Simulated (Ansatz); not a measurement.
C$_{4}$H$_{10}$Be, charge -1, doublet, at a GFN2-xTB geometry (such geometries of metal compounds can be far from the true shape) (a state made from the parent by changing its charge; the spin is typed, not shown lowest) (a gas-phase anion, which may not be bound at this level); BLYP-D4/def2-SV(P) run with Ansatz (an electronic-structure program).

Here is a job for Ansatz.
Ansatz 0.2 input:
```yaml
crystal:
  periodic: [false, false, false]
  atoms:
    - {symbol: Be, position_ang: [0.88495218, 0.42830483, -0.38015508]}
    - {symbol: C, position_ang: [1.39662151, -0.60768527, 1.05205713]}
    - {symbol: C, position_ang: [0.95147789, -1.93514229, 0.46554251]}
    - {symbol: H, position_ang: [0.82845398, -0.44311119, 1.98329159]}
    - {symbol: H, position_ang: [2.44841924, -0.71955583, 1.38032029]}
    - {symbol: H, position_ang: [1.51302885, -2.15105337, -0.45002473]}
    - {symbol: H, position_ang: [-0.10018075, -1.88438454, 0.18991389]}
    - {symbol: H, position_ang: [1.07323820, -2.81030499, 1.13446827]}
    - {symbol: C, position_ang: [-0.98415472, 0.55670125, -0.46277029]}
    - {symbol: C, position_ang: [-1.58167665, 1.89074909, -0.90050341]}
    - {symbol: H, position_ang: [-1.39939613, 0.33177120, 0.53383697]}
    - {symbol: H, position_ang: [-1.41619321, -0.22157419, -1.12140351]}
    - {symbol: H, position_ang: [-1.25836344, 2.14055156, -1.91569281]}
    - {symbol: H, position_ang: [-1.23494686, 2.69569103, -0.24647054]}
    - {symbol: H, position_ang: [-2.68747680, 1.92101417, -0.89357480]}
basis:
  gaussian:
    orbitals: def2-SV_P_.json
hamiltonian:
  xc: blyp
  dispersion: d4
total_charge: -1
magnetization: {spin_polarized: true, initial_magnetization: 1}
```
The basis file holds def2-SV(P) in the JSON format of the Basis Set Exchange.

What the program printed (banner, timings and long lists left out):

```
Functional definition: BLYP
1266 factors; their error is unknown
mean field evaluation 1: about -4691.2819 eV, gradient 4.8e1 eV
mean field evaluation 2: about -4658.6114 eV, gradient 8.6e1 eV
mean field evaluation 4: about -4703.5065 eV, gradient 5.2e0 eV
mean field evaluation 8: about -4703.6365 eV, gradient 1.1e-1 eV
mean field evaluation 16: about -4703.5791 eV, gradient 4.0e-4 eV
mean field -4703.57908776 eV, -172.8533432749 hartree, gradient 9.7e-6 eV, S^2 0.750777; 0 other end points of the search recorded, 0 dependent functions left out
reference -4703.57948388 eV, -172.8533578318 hartree; 20, 19 occupied and 65, 66 virtual orbitals, 1266 factors
Total energy: -4704.20937296 eV, -172.8765058287 hartree
```
